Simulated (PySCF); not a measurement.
# Reading the logs of faulty runs: AlC2H7N

These are calculations, not measurements. They come from PySCF 2.14.0, an open-source quantum chemistry program, on an isolated molecule that a program drew, which may never have been made. The molecule is AlC2H7N (charge 0, doublet), drawn as the SMILES string `[CH2]C[NH][AlH2]`.

Each row is a Hartree-Fock (HF) and frozen-core CCSD(T) single point in the cc-pV(D+d)Z basis, meant for a local HF minimum. Run 1 is clean. Each other run has one planted mistake out of seven kinds, and not every kind appears here: one electron removed, one electron added, multiplicity raised by two, geometry at a saddle point, minimal basis STO-3G, one bond length entered in bohr, all coordinates scaled. The reference is restricted for singlets and unrestricted otherwise, and also for a bond in bohr. Adding or removing an electron swaps singlet and doublet. Electrons count all cores. HOMO and LUMO are orbital energies over both spins, the gradient is its largest component, and the lowest frequency (negative if imaginary) is given only where the gradient is small. Bond lengths are over the 10 bonds as drawn. T1 is the CCSD diagnostic: over 0.02 (restricted) or 0.045 (unrestricted) a single reference is doubtful.

Geometry of the clean run:
```xyz
11
AlC2H7N, angstrom
C    -1.9017    0.1017   -0.2715
C    -1.1906   -0.7969    0.6914
N    -1.3659   -2.2096    0.3923
Al   -1.8385   -3.1138   -1.0555
H    -1.5489    1.1152   -0.4193
H    -2.9211   -0.1220   -0.5658
H    -1.5659   -0.5920    1.7050
H    -0.1282   -0.5259    0.7078
H    -1.0931   -2.7695    1.1813
H    -2.2636   -2.4035   -2.3966
H    -1.8175   -4.6868   -0.9029
```

```
run,electrons,basis functions,<S^2>,HOMO (eV),LUMO (eV),gradient (hartree/bohr),lowest frequency (cm^-1),mean bond (Å),longest bond (Å),T1,HF (hartree),CCSD(T) (hartree),mistake
1,39,100,0.762,-9.48,2.10,3.8e-05,81,1.3249,1.771,0.0140,-376.15470,-376.72093,no fault
2,39,31,0.765,-7.08,8.91,4.6e-02,-,1.3249,1.771,0.0139,-371.59888,-371.81984,minimal basis STO-3G
3,39,100,0.760,-9.36,2.25,4.0e-02,-,1.2639,1.690,0.0130,-376.13046,-376.68850,all coordinates scaled
4,39,100,3.797,-4.17,-0.21,9.4e-02,-,1.3249,1.771,0.0151,-376.00845,-376.54509,?
5,38,100,0.000,-15.35,-6.29,6.2e-02,-,1.3249,1.771,0.0531,-375.86059,-376.41724,?
```

**Which mistake was planted in run 4, and what did it cost?**

Electrons, basis and geometry are unchanged, and <S^2> is 3.797, beside S(S+1) = 3.75 for a multiplicity of 4. So the mistake is: multiplicity raised by two. Subtracting run 1 and multiplying by 627.51 kcal/mol a hartree, the energy moved by 91.8 kcal/mol in HF and 110.3 kcal/mol in CCSD(T).

**Which mistake was planted in run 5, and what did it cost?**

It counts 38 electrons, one fewer than the clean run, at the same geometry and basis. So the mistake is: one electron removed. Subtracting run 1 and multiplying by 627.51 kcal/mol a hartree, the energy moved by 184.6 kcal/mol in HF and 190.6 kcal/mol in CCSD(T).

Cautions from the logs. Run 5: T1 is over the limit, so its CCSD(T) energy is less reliable.
